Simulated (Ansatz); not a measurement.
Mulliken charges of `O[SiH](Cl)Cl` from PBE/def2-TZVPP in Ansatz (PBE0-D4/def2-TZVP geometry).

```tsv
atom	x (Å)	y (Å)	z (Å)	charge (e)
O1	0.408	1.188	-0.454	-0.324
Si2	0.088	-0.213	0.297	0.575
Cl3	0.588	-1.810	-0.872	-0.199
Cl4	-1.898	-0.376	0.740	-0.199
H5	-0.021	1.382	-1.290	0.199
H6	0.877	-0.235	1.534	-0.051
```

Question: By hand: the dipole of these point charges (1 e Å = 4.8032 D).

Answer: Σ q r = (0.130, 0.215, 0.009) e Å, of length 0.251 e Å = 1.21 D.

Question: How does the dipole of the full density compare? (An estimate is asked.)

Answer: Ansatz gave: (-0.006, 0.164, -0.155) e Å, 1.08 D; the point charges give 1.12 times that, at 54° from its direction.

Point charges leave out the atoms' own dipoles, such as those of lone pairs, and Mulliken's split depends on the basis, so the two needn't agree.
